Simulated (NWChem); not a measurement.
Molecule: C₃H₅FO; SMILES C(=C\F)/OC

```xyz
10

C     -0.2917     2.2528    -0.0974
O      0.4760     1.1221     0.2167
C     -0.1949    -0.0483     0.2027
C      0.4095    -1.1928    -0.1174
F     -0.2392    -2.3554    -0.0423
H      0.3472     3.1335     0.0489
H     -1.1735     2.3414     0.5645
H     -0.6406     2.2345    -1.1457
H     -1.2509    -0.0403     0.5063
H      1.4532    -1.2712    -0.4314
```
Atoms are numbered in this order, from 1.

Results from NWChem. Pople sets run with spherical d functions. STO-3G and 3-21G are far too small for this property and stand as cheap habits. All runs use the structure optimised with PBE0/def2-SVP. B3LYP is NWChem's, with the RPA form of VWN correlation. GIAO values for the isolated, static molecule; σ is the absolute isotropic shielding, δ = σ(reference) − σ with the isolated reference molecule computed at the same levels (13C: tetramethylsilane, 19F: trichlorofluoromethane, 1H: tetramethylsilane, 17O: water).

Question: Order these runs by computing time, cheapest first, and give rough ratios: B3LYP/6-311G**; Hartree-Fock/6-31G*; Hartree-Fock/STO-3G.

Answer: Hartree-Fock/STO-3G (1), Hartree-Fock/6-31G* (7), B3LYP/6-311G** (30). Ratios are rough, from one shared machine; the cheapest took around 5 core-seconds (rough). What differs between the cheapest and the dearest: δ O2 (ppm) -13.4 → 64.4; δ C3 (ppm) 123.0 → 143.6; δ C4 (ppm) 121.7 → 147.9; δ F5 (ppm) -32.3 → -193.9.
